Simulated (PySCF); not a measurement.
Broadened absorption spectrum of ClH9SSi4

ClH₉SSi₄.
Z-matrix (Å and degrees, GFN2-xTB geometry), rows numbered from 1:
```
Si
Si  1  2.3334
Si  2  2.3290  1  120.84
S   2  2.2211  1  108.66  3   125.95
Si  4  2.1155  2  106.94  1   -73.71
Cl  5  2.0317  4  110.85  2    31.10
H   1  1.4663  2  109.88  3   106.36
H   1  1.4634  2  114.68  3  -132.60
H   1  1.4652  2  109.59  3   -10.81
H   2  1.4696  1  110.71  3  -131.07
H   3  1.4652  2  115.11  1  -174.63
H   3  1.4649  2  107.94  1   -54.53
H   3  1.4666  2  112.01  1    63.61
H   5  1.4499  4  106.17  2   149.50
H   5  1.4543  4  110.00  2   -86.93
```

Level of theory: PySCF, TDDFT CAM-B3LYP/def2-SVPD, vertical, gas phase, core orbitals frozen in the response.

Computed states:

```csv
state,E (eV),f
S1,5.05,0.0030
S2,5.85,0.026
S3,6.04,0.037
S4,6.37,0.028
S5,6.49,0.090
S6,6.66,0.043
S7,6.83,0.028
S8,6.97,0.0045
```

Broadening: Gaussians 0.3 eV wide at half height, area fixed by f = 4.319×10⁻⁹ ∫ε dν̃. The width is an assumption, not a result. The curve ends short of the highest state used, and states not computed would add to its high-energy end.

Problem. What does the envelope look like, and where are its maxima?

Solution. 
| λ (nm) | ε (L mol⁻¹ cm⁻¹) |
| --- | --- |
| 194.8 | 7845 |
| 196.1 | 6081 |
| 197.5 | 4493 |
| 198.9 | 3465 |
| 200.2 | 3061 |
| 201.6 | 3115 |
| 202.9 | 3441 |
| 204.3 | 3873 |
| 205.7 | 4210 |
| 207.0 | 4352 |
| 208.4 | 4302 |
| 209.7 | 4089 |
| 211.1 | 3718 |
| 212.5 | 3238 |
| 213.8 | 2729 |
| 215.2 | 2156 |
| 216.5 | 1644 |
| 217.9 | 1156 |
| 219.3 | 761 |
| 220.6 | 487 |
| 222.0 | 282 |
| 223.3 | 160 |
| 224.7 | 82 |
| 226.1 | 40 |
| 227.4 | 21 |
| 228.8 | 12 |
| 230.1 | 11 |
| 231.5 | 16 |
| 232.9 | 27 |
| 234.2 | 42 |
| 235.6 | 65 |
| 236.9 | 93 |
| 238.3 | 128 |
| 239.7 | 166 |
| 241.0 | 201 |
| 242.4 | 233 |
| 243.7 | 254 |
| 245.1 | 265 |
| 246.5 | 263 |
| 247.8 | 250 |
| 249.2 | 225 |
| 250.5 | 196 |
| 251.9 | 162 |
| 253.3 | 128 |
| 254.6 | 99 |
| 256.0 | 72 |
| 257.3 | 52 |
| 258.7 | 35 |
| 260.1 | 23 |
| 261.4 | 15 |
| 262.8 | 9 |
| 264.1 | 6 |
| 265.5 | 3 |
| 266.9 | 2 |
| 268.2 | 1 |
| 269.6 | 1 |

Maxima: 246 nm (5.05 eV), ε about 270, made up of S1 (100%); 207 nm (5.98 eV), ε about 4400, made up of S2 (31%) and S3 (69%) (ε in L mol⁻¹ cm⁻¹; maxima over ε = 5, shares over 10%). At its high-energy end, 6.37 eV, the curve is still rising (ε about 8100, from S4 and S5).

Problem. On this curve, what absorbance would a 10⁻³ mol/L sample give at 266 nm over a 1 cm path?

Solution. 266 nm is 4.661 eV, where ε is about 2.6 L mol⁻¹ cm⁻¹, so A = ε c l ≈ 0.0026 (Beer–Lambert, with the gas-phase spectrum and the assumed width).

Problem. Coming from long wavelengths, where does ε first pass 100 L mol⁻¹ cm⁻¹?

Solution. At about 255 nm (4.87 eV), 0.18 eV below S1.

Problem. What would ε be at 5.98 eV, the highest of these maxima, with half the width (0.15 eV)?

Solution. About 5050 L mol⁻¹ cm⁻¹ against 4360, a factor of about 1.2; a lone state at its own centre would give exactly 2.

One conformer stands for the species.
